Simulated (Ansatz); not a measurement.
One change: `[F][SnH2][C](F)(F)F` becomes `CC#CC(F)(F)F`.

Ansatz, PBE0-D4/def2-TZVP geometries, multiplicity 1. 

Elements past krypton have def2 core potentials.

| property | `[F][SnH2][C](F)(F)F` |
| --- | --- |
| ideal-gas entropy at 298 K and 1 bar (rigid rotor, harmonic PBE0-D4/def2-TZVP) / J/(mol·K) | 380 |
| size of the dipole moment (B3LYP/def2-TZVPP) / D | 2.92 |
| HOMO energy (B3LYP/def2-TZVPP) / eV | -8.95 |
| size of the dipole moment (ωB97M-V/def2-TZVPP) / D | 2.98 |
| HOMO–LUMO gap (ωB97M-V/def2-TZVPP) / eV | 11.87 |
| zero-point energy (PBE0-D4/def2-TZVP) / kJ/mol | 76.7 |

Question: Give the same properties after the change, and the shifts. (An estimate is asked.)

Answer: Ansatz gave: 
```
                                                                                  property  `CC#CC(F)(F)F`  shift
ideal-gas entropy at 298 K and 1 bar (rigid rotor, harmonic PBE0-D4/def2-TZVP) / J/(mol·K)             350    -30
                                          size of the dipole moment (B3LYP/def2-TZVPP) / D            3.55   0.63
                                                       HOMO energy (B3LYP/def2-TZVPP) / eV           -8.34   0.61
                                        size of the dipole moment (ωB97M-V/def2-TZVPP) / D            3.52   0.54
                                                   HOMO–LUMO gap (ωB97M-V/def2-TZVPP) / eV           13.21   1.34
                                            zero-point energy (PBE0-D4/def2-TZVP) / kJ/mol           162.6   85.9
```

With PBE0 the HOMO rises by 0.58 eV and the LUMO rises by 1.29 eV, so the gap widens by about 0.71 eV. PBE moves the HOMO by 0.39 eV and ωB97M-V by 0.52 eV. The zero-point energy changes by 85.9 kJ/mol with +6 modes. Dipoles are sizes alone; their direction can turn. Modes under 60 cm⁻¹, often nearly free rotors, make the harmonic entropy too high.

B3LYP here is the variant with VWN-RPA as its local correlation; programs differ in this.
